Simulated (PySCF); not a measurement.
Cost of one run: shielding job, `C#CC[C@]1(F)CCBO1`.

Method: GIAO PBE0/pcSseg-1 NMR shielding, non-relativistic, gas phase (PySCF 2.14.0, density-fitted response routines). Geometry: GFN2-xTB. Work: shieldings, ring-centre shieldings, charges and field gradients, density fitting. The input is one job of a driver script: a line of settings, then coordinates in Å.

Command:
```bash
OMP_NUM_THREADS=1 python probes_run.py task.json out
```

Input:
```
{"job": {"kind": "nmr", "xc": "PBE0", "basis": "pcSseg-1"}, "charge": 0, "multiplicity": 1}
C      3.304615     0.460948    -0.067870
C      2.287072    -0.066823    -0.409515
C      1.041864    -0.691260    -0.802580
C     -0.140128     0.284870    -0.724388
F      0.006136     1.216312    -1.740403
C     -0.290056     1.019338     0.624457
C     -1.732076     0.745340     1.088869
B     -2.281805    -0.191535    -0.075222
O     -1.331039    -0.398257    -0.993216
H      4.205827     0.913635     0.218946
H      0.822836    -1.535324    -0.143052
H      1.116956    -1.057194    -1.830121
H      0.450605     0.649226     1.331827
H     -0.103091     2.079647     0.460671
H     -1.746821     0.264109     2.066343
H     -2.297541     1.670245     1.194114
H     -3.320351    -0.701786    -0.208770
```

Hardware: Arm Neoverse N1, one thread, no GPU, on a shared host. PySCF's memory limit was set to 1040 MB.

How large is the basis?

193 functions for 66 electrons, with 992 fitting functions; the fitted three-index integrals, 992 × 193 × 194/2 numbers of 8 bytes, come to 140 MiB.

Estimate the wall time.

About 58 s. The SCF took 14 cycles.

Estimate the peak memory.

About 0.85 GiB. Peak memory is the resident size of the whole Python process, interpreter and libraries included.

At this speed, how long would 100 such jobs take on 96 cores, one job a core?

100/96 gives 2 rounds of 58 s, about 1.9 min of wall time and 1.6 core-hours, if the jobs don't slow each other.

The SCF part of the output:
```
coarse grid: 14736 points
cycle   1  E = -432.6110603394  dE =  1.368e+00  |g| = 8.203e-01  |ddm| = 3.845e+00
cycle   2  E = -432.5091627899  dE =  1.019e-01  |g| = 1.154e+00  |ddm| = 1.537e+00
cycle   3  E = -432.7367402449  dE = -2.276e-01  |g| = 1.330e-01  |ddm| = 9.074e-01
cycle   4  E = -432.7397716001  dE = -3.031e-03  |g| = 6.557e-02  |ddm| = 1.455e-01
cycle   5  E = -432.7406152881  dE = -8.437e-04  |g| = 2.830e-02  |ddm| = 5.522e-02
cycle   6  E = -432.7407983783  dE = -1.831e-04  |g| = 5.897e-03  |ddm| = 2.241e-02
cycle   7  E = -432.7408058787  dE = -7.500e-06  |g| = 1.885e-03  |ddm| = 5.870e-03
final grid: 144248 points
cycle   8  E = -432.8130961508  dE = -4.999e-05  |g| = 1.270e-02  |ddm| = 4.397e-02
cycle   9  E = -432.8130580050  dE =  3.815e-05  |g| = 1.948e-02  |ddm| = 2.289e-02
cycle  10  E = -432.8131273142  dE = -6.931e-05  |g| = 1.450e-03  |ddm| = 1.411e-02
cycle  11  E = -432.8131277602  dE = -4.460e-07  |g| = 3.266e-04  |ddm| = 1.458e-03
cycle  12  E = -432.8131277751  dE = -1.484e-08  |g| = 1.705e-04  |ddm| = 3.442e-04
cycle  13  E = -432.8131277802  dE = -5.128e-09  |g| = 5.954e-05  |ddm| = 1.420e-04
cycle  14  E = -432.8131277809  dE = -7.645e-10  |g| = 2.246e-05  |ddm| = 5.135e-05
converged SCF energy = -432.8131277809
```

On the final grid dE counts from the start density on that grid.

The host was shared with other jobs, so the times are rough.
